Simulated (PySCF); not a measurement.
Input of a run (PBE0-D3(BJ)/def2-SVP geometry optimisation, gas phase (PySCF 2.14.0)), started from GFN2-xTB:
```
{"job": {"xc": "PBE0", "basis": "def2-SVP", "d3": "d3bj", "grid": 1, "shake": 0.01, "kind": "geom"}, "charge": 0, "multiplicity": 1}
C     -2.283200    -0.393080    -0.135040
C     -0.811450    -0.275320    -0.089210
C     -0.248460     0.940490     0.235150
C      1.168040     1.171790     0.324270
C      2.068500     0.172380     0.071530
C      1.693230    -1.094660    -0.265030
F      2.702430    -1.997210    -0.481850
P      0.100410    -1.720170    -0.461350
H     -2.707490     0.336900    -0.852790
H     -2.738560    -0.119740     0.839270
H     -2.628750    -1.375490    -0.401330
H     -0.888650     1.772080     0.457930
H      1.456610     2.166180     0.585010
H      3.110180     0.400770     0.165680
```

Output (energies in Eh, forces in Eh/bohr):
```
step   0  E = -672.58479348  max force = 0.060163
step   1  E = -672.58984115  max force = 0.009087
step   2  E = -672.59094183  max force = 0.007356
step   3  E = -672.59117653  max force = 0.005230
step   4  E = -672.59123785  max force = 0.003036
step   5  E = -672.59133133  max force = 0.000976
step   6  E = -672.59131852  max force = 0.001171
step   7  E = -672.59134562  max force = 0.000230
optimisation converged
```

Q: Summarise the run.

A: The energy falls by 0.178 eV over 8 energy and gradient evaluations, the largest force component goes from 0.0602 to 2.3e-04 Eh/bohr, and the atoms move by 0.029 Å rms after alignment. The bond that changes most is C3–C4 (both ends aromatic CH carbon), which shortens by 0.046 Å. Bonds longer at the end by more than 0.005 Å: 9 of 14; shorter: 4. Among the angles that change most is C5–C4–H13, from 123.2° to 118.2°. The energy rose by more than 1e-6 Eh at step 6. The first step brought 77 % of the lowering.

Q: What are the final bond lengths?

A: C1–C2 1.506 Å, C2–C3 1.397 Å, C3–C4 1.392 Å, C4–C5 1.394 Å, C5–C6 1.384 Å, C6–F7 1.337 Å, C6–P8 1.750 Å, C2–P8 1.747 Å, C1–H9 1.102 Å, C1–H10 1.102 Å, C1–H11 1.100 Å, C3–H12 1.096 Å, C4–H13 1.093 Å, C5–H14 1.094 Å. Numbering counts from 1 in the input's order; the species is `Cc1cccc(F)p1`.

The run used 146 basis functions and 59 SCF cycles in all.

Whether it is a minimum is left open (no frequencies).
